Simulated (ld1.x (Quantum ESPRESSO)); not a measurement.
Values are calculated unless marked as measured or tabulated.
**Hardness and transferability of assorted potentials**

Generated with ld1.x 7.5 (TM, RRKJ, ultrasoft, PAW), atompaw 4.2 or ONCVPSP 4.0.1. The cutoff is in Ry: for ld1.x and atompaw files where the sum of valence levels is converged to 10 mRy in a Bessel basis, for ONCV files where the hardest occupied wave has 1 mHa per electron of residual kinetic energy. The error is the largest all-electron minus pseudo excitation energy over each file’s own four to seven test configurations (ionisations up to +4, promotions, holes and added fractions of an electron), all of which were solved. The labels leave out finer settings (local radius, basis sizes, second energies), which also bear on the numbers. Spin-polarised tests are not counted. The rows are a selection from randomly drawn settings: files with unsolved tests, undetermined cutoffs or missed reference levels are left out.

A true bound ghost makes a file unfit for plane-wave use even where its test errors are small: the radial tests pick states by their node count and pass the ghost by.

| element | potential | cutoff (Ry) | largest error (meV) | bound ghosts |
| --- | --- | --- | --- | --- |
| N | ultrasoft, PBEsol, scalar-relativistic, rc 1.20/1.95 (sp), local smoothed, core correction no, reference 2s2 2p1 | 21 | +627 | p |
| Ti | TM, PBE, fully relativistic, rc 2.75/2.70/2.10 (spd), local p, core correction yes, reference 3d3 4s1 4p0 | 50 | -1145 | s |
| Ge | RRKJ, PBE, scalar-relativistic, rc 1.80/2.20/0.95 (spd), local s, core correction no, reference 3d10 4s2 4p2 | 200 | -772 | none |
| Te | TM, PBEsol, scalar-relativistic, rc 1.90/1.55 (sp), local smoothed, core correction no, reference 5s1.75 5p4.25 | 50 | -65 | none |
| Os | TM, PBE, scalar-relativistic, rc 1.90/2.75/1.45 (spd), local s, core correction yes, reference 5d5 6s0 6p0 | 35 | -120 | none |
| Au | PAW, LDA (PZ), non-relativistic, rc 2.45/2.80/2.10 (spd), local smoothed, core correction yes, reference 5d10 6s1 6p0 | 25 | -846 | s |

Problem. Fill in the row for I: TM, PW91, scalar-relativistic, rc 1.80/1.50/0.80 (spd), local smoothed, core correction yes, reference 4d10 5s2 5p4.5.

Solution. cutoff 230 Ry, largest error -115 meV, bound ghosts: none.

Problem. Fill in the row for Zr: TM semilocal, LDA (PZ), scalar-relativistic, rc 2.25/2.30/1.75 (spd), local d, core correction yes, reference 4p6 4d2 5s1.75 5p0.

Solution. cutoff 30 Ry, largest error +205 meV, bound ghosts: none.
